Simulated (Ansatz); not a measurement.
# Energy profile

The step: C₂H₅Cl (CCCl) + H → C₂H₅ ([CH2][CH3]) + HCl; bonds formed: Cl1–H4; bonds broken: Cl1–C2 (atoms numbered as in the saddle structure below).

| atom | x (Å) | y (Å) | z (Å) |
| --- | --- | --- | --- |
| Cl1 | -1.5388 | -0.0191 | -0.8338 |
| C2 | 0.2601 | 0.5088 | -0.3845 |
| C3 | 0.7523 | -0.3249 | 0.7562 |
| H4 | -3.0980 | -0.4875 | -1.2168 |
| H5 | 0.1564 | 1.5670 | -0.1568 |
| H6 | 0.8002 | 0.3602 | -1.3165 |
| H7 | 1.7749 | -0.0273 | 1.0144 |
| H8 | 0.1285 | -0.1927 | 1.6415 |
| H9 | 0.7644 | -1.3844 | 0.4963 |

Electronic energies by CCSD(T) at an estimated basis limit (MP2 extrapolated from triple and quadruple zeta, plus CCSD(T) − MP2 in triple zeta), on PBE0-D4/def2-TZVP structures; C2H6Cl, doublet; no counterpoise correction; spin–orbit coupling, which lowers free halogen atoms and radicals such as OH and SH, is left out. Program: Ansatz 0.2.0. Basis: def2-TZVPP and def2-QZVPP. Cores are frozen in the correlated methods; orbitals are unrestricted. Extrapolation: Hartree–Fock as exp(−7.88 √X), correlation as X^−2.97.

(1) Give the profile in kJ/mol, counted from the separated reactants. (Judge from chemistry; the value comes from the calculation.)

No T1 diagnostic of these runs exceeds 0.016. ⟨S²⟩ of the unrestricted Hartree–Fock references: 0.75 to 0.82 (a pure state has 0.75). The unrestricted reference is spin-contaminated, which hurts MP2 most.

Results:

(1) By the calculation:
| point | kJ/mol |
| --- | --- |
| separated: C2H5Cl (linked as [CH3][CH2][Cl]; Cl1, C2, C3, H5, H6, H7, H8, H9; singlet) + H (H4; doublet) | 0.0 |
| start structure | -0.6 |
| saddle | 39.1 |
| end structure | -82.7 |
| separated: HCl (Cl1, H4; singlet) + C2H5 (linked as [CH2][CH3]; C2, C3, H5, H6, H7, H8, H9; doublet) | -78.5 |

For scale, one of the runs: CCSD(T)/def2-TZVPP, 188 basis functions, launched by `ansatz run in.yaml --threads 4 --pin off --events-out ev --progress --plain --max-ram 9574MiB`. The run took 88 s on 4 CPU threads of an Arm Neoverse V2 (shared host), with 5 GiB of host memory at its peak.
